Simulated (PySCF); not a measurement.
## C8H5FN: g tensor and hyperfine couplings

C8H5FN (doublet state).
Cartesian coordinates in Å at the GFN2-xTB level; atoms count from 1:
```xyz
15
C8H5FN angstrom
C      3.5702    0.4457   -0.3914
C      2.3843    0.2728   -0.2750
C      1.0016    0.0799   -0.1336
C      0.3997   -1.1276   -0.5475
C     -0.9412   -1.3231   -0.4121
C     -1.7989   -0.3210    0.1548
N     -3.0673   -0.5632    0.2643
C     -1.1338    0.8959    0.5603
F     -1.8983    1.8687    1.0963
C      0.2074    1.0967    0.4265
H      4.6043    0.5927   -0.4909
H      1.0271   -1.8959   -0.9751
H     -1.4160   -2.2396   -0.7238
H     -3.5985    0.2008    0.6777
H      0.6552    2.0253    0.7476
```

The hyperfine couplings belong to this conformer and change with its torsions.

As a line formula: `C#Cc1ccc([NH])c(F)c1` [radical].

Computed with UKS B3LYP, pcH-1 on C F H N, non-relativistic, mean-field spin-orbit, GIAO (PySCF). Geometry: GFN2-xTB, one conformer, isolated molecule. A GFN2-xTB geometry isn't a minimum of the functional, and hyperfine couplings can be far from their values at a DFT geometry. The SCF solution wasn't tested for stability. ⟨S²⟩ is 0.792 where a pure state has 0.75.

| Quantity | Value |
| --- | --- |
| g1, g2, g3 | 2.00211, 2.00363, 2.00531 |
| g_iso | 2.00369 |
| Form of g | rhombic: the two nearest values differ by 48 % of g3 − g1 |
| ⟨S²⟩ | 0.7924 (exact 0.7500) |
| α and β electrons | 35, 34 |
| Total energy | -462.36718 Eh |
| Basis functions | 300 |

Isotropic coupling and dipolar principal values T1 to T3, in G (MHz turned into gauss with g_iso; 10 G = 1 mT):

| atom | isotope | a_iso | T1 | T2 | T3 | Mulliken spin population |
| --- | --- | --- | --- | --- | --- | --- |
| C1 | 13C | 6.1 | -6.3 | -4.6 | 10.9 | 0.22 |
| C2 | 13C | -10.4 | -3.6 | 0.0 | 3.5 | -0.11 |
| C3 | 13C | 11.6 | -9.8 | -9.3 | 19.1 | 0.33 |
| C4 | 13C | -9.0 | -6.6 | 3.0 | 3.6 | -0.15 |
| C5 | 13C | 7.9 | -7.2 | -6.9 | 14.1 | 0.27 |
| C6 | 13C | -13.8 | -7.6 | 2.6 | 5.0 | -0.16 |
| N7 | 14N | 6.2 | -8.5 | -8.3 | 16.8 | 0.52 |
| C8 | 13C | 10.3 | -8.2 | -7.9 | 16.1 | 0.26 |
| F9 | 19F | 13.4 | -26.4 | -20.8 | 47.3 | 0.02 |
| C10 | 13C | -9.3 | -6.9 | 3.2 | 3.7 | -0.15 |
| H11 | 1H | -5.9 | -2.8 | -0.3 | 3.0 | -0.01 |
| H12 | 1H | 2.8 | -0.9 | -0.6 | 1.4 | 0.01 |
| H13 | 1H | -6.2 | -2.6 | -0.7 | 3.3 | -0.01 |
| H14 | 1H | -12.1 | -9.6 | -2.0 | 11.6 | -0.02 |
| H15 | 1H | 2.8 | -0.9 | -0.6 | 1.5 | 0.01 |

Largest spin populations (Mulliken): N7 (+0.52), C3 (+0.33), C5 (+0.27) and C8 (+0.26). Five atoms exceed +0.15.

N7, the radical centre as drawn in `C#Cc1ccc([NH])c(F)c1`, holds a spin population of +0.52 out of 1.

Axes: g1 is normal to the molecular plane and g2 points within 1° of the C3–C4 bond.

Under fast tumbling the dipolar parts average out, and these isotropic splittings remain (the largest six): 1 × 19F (F9, I = 1/2, 2 lines) with 1.34 mT, 1 × 1H (H14, I = 1/2, 2 lines) with 1.21 mT, 1 × 1H (H13, I = 1/2, 2 lines) with 0.62 mT, 1 × 14N (N7, I = 1, 3 lines) with 0.62 mT, 1 × 1H (H11, I = 1/2, 2 lines) with 0.59 mT and 1 × 1H (H15, I = 1/2, 2 lines) with 0.28 mT.

The 13C coupling of C6 (-38.6 MHz) shows only in satellite lines or after enrichment, since that isotope makes up about 1.07 % of natural carbon.

Examples of negative spin density at the nucleus (bohr⁻³): C6 (-0.0344), C2 (-0.0259) and C10 (-0.0231).

Hardware: Arm Neoverse V1, one thread, no GPU (shared host). Cost: 1.9 min wall (grids of density and orbitals included), 0.98 GiB resident at most.
